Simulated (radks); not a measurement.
The numbers below are computed, except where a source is named.
Problem. The mean radii <r> (bohr) of the occupied orbitals of an atom or ion are listed with their occupations. Level of theory: scalar-relativistic Kohn-Sham, AM05, spin-polarised, spherical densities, point nucleus (a radial shooting solver on a logarithmic mesh with Libxc functionals).

orbital  occ.      <r>
1s          2  0.02560
2s          2   0.1098
2p          6  0.09623
3s          2   0.2923
3p          6   0.2902
3d         10   0.2667
4s          2   0.6742
4p          6   0.7159
4d         10   0.8007
5s          2    1.637
5p          6    1.918
6s          2    4.781

Name the element and its charge. Open shells, if any, are filled with parallel spins first.

Solution. Z = 56, barium, charge 0: Ba in [Xe] 6s2. The 1s radius gives Z: for a bare nucleus <r> = (2 gamma + 1)/(2Z) with gamma = sqrt(1 - (Z/c)^2), 0.02523 bohr for Z = 56, and screening makes it slightly larger (0.02560 here). The occupations add up to 56, and the charge is Z minus that.
